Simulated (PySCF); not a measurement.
## Diatomics of H with group 14

HF with double-zeta basis sets in PySCF, for the lowest determinant that a PBE0 search found; no spin–orbit coupling. De refers to high-spin ground-configuration atoms. A positive dipole means M(−)H(+).

```json
{"M": "C", "basis": "def2-SVP", "reference": "UHF", "state (unpaired electrons)": "doublet (π ↑)", "Re (Å)": "1.112", "ωe (cm⁻¹)": "3088", "De (eV)": "2.44", "μ (D)": "1.72"}
{"M": "Si", "basis": "cc-pV(D+d)Z/cc-pVDZ", "reference": "UHF", "state (unpaired electrons)": "doublet (π ↑)", "Re (Å)": "1.521", "ωe (cm⁻¹)": "2125", "De (eV)": "2.22", "μ (D)": "0.24"}
{"M": "Ge", "basis": "cc-pVDZ-PP/cc-pVDZ", "reference": "UHF", "state (unpaired electrons)": "doublet (π ↑)", "Re (Å)": "1.591", "ωe (cm⁻¹)": "1978", "De (eV)": "1.92", "μ (D)": "-0.04"}
{"M": "Sn", "basis": "def2-SVP", "reference": "UHF", "state (unpaired electrons)": "doublet (π ↑)", "Re (Å)": "1.773", "ωe (cm⁻¹)": "1793", "De (eV)": "1.68", "μ (D)": "-0.31"}
{"M": "Pb", "basis": "def2-SVP", "reference": "UHF", "state (unpaired electrons)": "doublet (π ↑)", "Re (Å)": "1.847", "ωe (cm⁻¹)": "1658", "De (eV)": "1.43", "μ (D)": "-0.97"}
```

The shortest bond is that of CH (1.112 Å), the longest that of PbH (1.847 Å).

The rows differ in basis set, which adds steps of its own.

Down a group the atoms grow and get heavier, so bonds lengthen and wavenumbers fall; this series shows no clear exception.

These are scalar-relativistic numbers at best; spin–orbit coupling would shift them, the dissociation energy most. Hartree–Fock leaves out correlation, which carries a large part of most bond energies and some tenths to 1 eV of ionisation energies. States were picked by a PBE0 search and need not be the measured ground states.
